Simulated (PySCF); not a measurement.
# Bond lengths and vibrations by method: ClFH2Si2

Calculated results; nothing here was measured. They come from PySCF 2.14.0, an open-source quantum chemistry program, on an isolated molecule that a program drew, which may never have been made. The molecule is ClFH2Si2 (charge 0, singlet), drawn as the SMILES string `F[SiH2][Si]Cl`.

The geometry was optimised and harmonic frequencies were computed with HF and MP2, all in the cc-pV(D+d)Z basis, for the commonest isotopes, with a restricted reference for singlets and an unrestricted one otherwise, and a frozen core in MP2. Each result is a local minimum of its method.

Geometry at the HF minimum:
```xyz
6
ClFH2Si2, angstrom
F     1.8720    0.6603   -0.4824
Si    1.1959    1.9016   -1.2850
Si    0.0688    3.3743    0.2699
Cl   -0.5504    4.6778   -1.2755
H     0.2425    1.3317   -2.2601
H     2.2795    2.6119   -1.9963
```

Lengths of the bonds as drawn, in Å (atoms numbered as above):
```
bond,HF,MP2
F1-Si2,1.625,1.644
Si2-Si3,2.420,2.416
Si3-Cl4,2.114,2.106
Si2-H5,1.478,1.484
Si2-H6,1.478,1.484
```

Rotational constants, in GHz:
| constant | HF | MP2 |
|---|---|---|
| A | 9.19 | 8.883 |
| B | 1.492 | 1.529 |
| C | 1.303 | 1.325 |

Harmonic frequencies in cm^-1, each column in rising order, so a row needn't be the same motion in every method:
```
rank,HF,MP2
1,63,74
2,108,100
3,210,200
4,406,365
5,448,?
6,505,517
7,789,757
8,864,831
9,938,899
10,1011,955
11,2320,2262
12,2327,2277
```

**Estimate the missing MP2 frequency from the HF column.**

A single factor s that minimises the squared misfit of MP2 against s times HF over the other rows is sum(HF x MP2) / sum(HF^2) = 0.9718, with an rms misfit of 17 cm^-1. For rank 5 it gives 0.9718 x 448 = 435 cm^-1. The calculation gives 433 cm^-1, 2 cm^-1 below the estimate. The drawn bonds are on average 0.3 % longer in MP2 than in HF.
